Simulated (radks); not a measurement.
The numbers below are computed, except where a source is named.
Excited configurations of neutral rhenium: one electron is placed in a higher orbital outside [Xe] 4f14 5d5 6s1. The ground configuration is [Xe] 4f14 5d5 6s2. Code: a radial shooting solver on a logarithmic mesh with Libxc functionals. Model: Dirac Kohn-Sham, PBE, spin-unpolarised, spherical densities, point nucleus; open shells are shared between the two j in proportion to 2j + 1. Excitation = E - E(ground); binding = E(ion) - E, where the ion is the core of charge +1; n* = 1/sqrt(2 binding) in atomic units, and the quantum defect is n - n*. Eigenvalue and <r> are those of j = l + 1/2.

outer orbital  excitation (eV)  binding (eV)     n*  quantum defect  eigenvalue (eV)  <r> (bohr)
5f                       8.339         0.916  3.854           1.146           -0.432       17.16
6p                       4.742         4.513  1.736           4.264           -1.958       4.628
6d                       7.668         1.587  2.928           3.072           -0.715       10.44
6f                       8.619         0.636  4.625           1.375           -0.366       28.97
7s                       6.697         2.558  2.306           4.694           -1.494       8.457
7p                       7.461         1.794  2.754           4.246           -0.993       11.37
7d                       8.259         0.996  3.696           3.304           -0.555       19.42
7f                       8.794         0.461  5.433           1.567           -0.287       43.37

The Delta-SCF ionisation energy is 9.255 eV (NIST Atomic Spectra Database: 7.834 eV, measured). Self-interaction in the functional shifts the binding energies and quantum defects, so they are the method's values and not measured ones. Spin polarisation and multiplet splitting are left out, so open shells lie too high by an amount that depends on their filling. Sharing an open shell by 2j + 1 raises it above the true ground level by a part of the spin-orbit splitting, which enters the differences from NIST.

Beside tabulated values, note that spin-unpolarised runs miss the spin-polarisation part of the exchange energy of open shells.
